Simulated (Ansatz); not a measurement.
Species: sum formula H$_{3}$Si$_{2}$OCl$_{2}$ (charge 0, doublet). It need not be the lowest isomer of its formula. 
Coordinates optimised at B3LYP-D3(BJ)/def2-TZVP (Ansatz, a program for electronic structure):
```xyz
8

Si    -2.4555    -0.4992     0.1987
O     -0.8657    -0.4813     0.6627
Si     0.5843     0.2225     0.5410
Cl     0.4940     1.7346    -0.8766
Cl     1.9680    -1.1901    -0.0571
H     -3.0591     0.8254     0.4545
H     -2.5390    -0.8237    -1.2405
H     -3.1341    -1.5345     1.0019
```
Charge 0, spin multiplicity 2.

Basis-set convergence of Hartree-Fock and CCSD correlation energies (hartree) with Ansatz. Cores are frozen in the correlated levels unless marked. Open shells are spin-unrestricted. No spin-orbit coupling. Non-relativistic.

```
basis        functions        E(HF)  E(corr, CCSD)
-----------  ---------  -----------  -------------
cc-pV(D+d)Z        121  -1573.65439       -0.67929
cc-pV(T+d)Z        228  -1573.75189       -0.87833
cc-pV(Q+d)Z        401  -1573.77346       -0.94726
```

Extrapolating the two largest sets (X = 3 and 4) as X^-3: E(corr) = (64·(-0.94726) - 27·(-0.87833))/37 = -0.9976 Eh, an estimate of the basis-set limit. The largest set recovers 95.0 % of it, the smallest 68.1 %.
